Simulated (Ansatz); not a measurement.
Species: sum formula H5Si2O3, charge 0, multiplicity 2. It need not be the lowest isomer of its formula. SMILES: O[Si](O)(O)[SiH2]
Coordinates optimised at B3LYP-D3(BJ)/def2-TZVP (Ansatz, a program for electronic structure):
```xyz
10

O     -0.5528    -1.6087    -0.5511
Si    -0.3412    -0.1350     0.1346
O     -1.6226     0.8275    -0.2247
O     -0.3325    -0.1806     1.7872
Si     1.6402     0.6508    -0.8037
H     -1.4043    -2.0434    -0.4407
H     -1.9287     1.4170     0.4701
H      0.3884    -0.6426     2.2230
H      2.8006    -0.2643    -0.6463
H      2.0203     2.0072    -0.3293
```
Charge 0, spin multiplicity 2.

Computed values are from Ansatz. Cores are frozen in the correlated levels unless marked. Open shells are spin-unrestricted. Spin-orbit coupling is left out. Non-relativistic. CBS(X,Y): correlation extrapolated as X^-3; Hartree-Fock from the larger set.

```json
{
  "atomisation energy De": "3652.7 kJ/mol at CCSD(T)/CBS(cc-pV(T+d)Z,cc-pV(Q+d)Z)",
  "total_energy": "-806.7816 Eh at CCSD(T)/CBS(cc-pV(T+d)Z,cc-pV(Q+d)Z)",
  "dipole_moment": "1.63 D at CCSD(T)/aug-cc-pV(D+d)Z",
  "T1 diagnostic": "0.014 at CCSD/cc-pV(Q+d)Z"
}
```
